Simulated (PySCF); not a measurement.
KF.
SMILES: `[K][F]`

Method: PBE0-D3(BJ)/def2-SVP geometry optimisation, gas phase (PySCF 2.14.0).

Take the most abundant isotopes and a rigid rotor. 

**Question.** What are the moment of inertia and the rotational constant?

**Answer.** I = 58.422 u·Å², B = 505379 MHz·u·Å²/I = 8651 MHz (0.2886 cm⁻¹, or 0.415 K as hB/k). For two atoms I = μr² with μ = 12.7712 u and r = 2.1388 Å.

**Question.** List the first levels of a rigid rotor in a Σ state.

**Answer.** E(J) = BJ(J+1): J = 1: 0.577, J = 2: 1.731, J = 3: 3.463, J = 4: 5.771, J = 5: 8.657, J = 6: 12.119 cm⁻¹.

**Question.** Where do the first rotational lines fall?

**Answer.** The dipole is 7.78 D; J+1 ← J lies at 2B(J+1): 1 ← 0 at 17.30 GHz, 2 ← 1 at 34.60 GHz, 3 ← 2 at 51.90 GHz, 4 ← 3 at 69.20 GHz, 5 ← 4 at 86.51 GHz, 6 ← 5 at 103.81 GHz.

Not checked by PBE0-D3(BJ)/def2-SVP frequencies. Constants of a rigid frame at the computed geometry: no zero-point averaging, no centrifugal distortion.
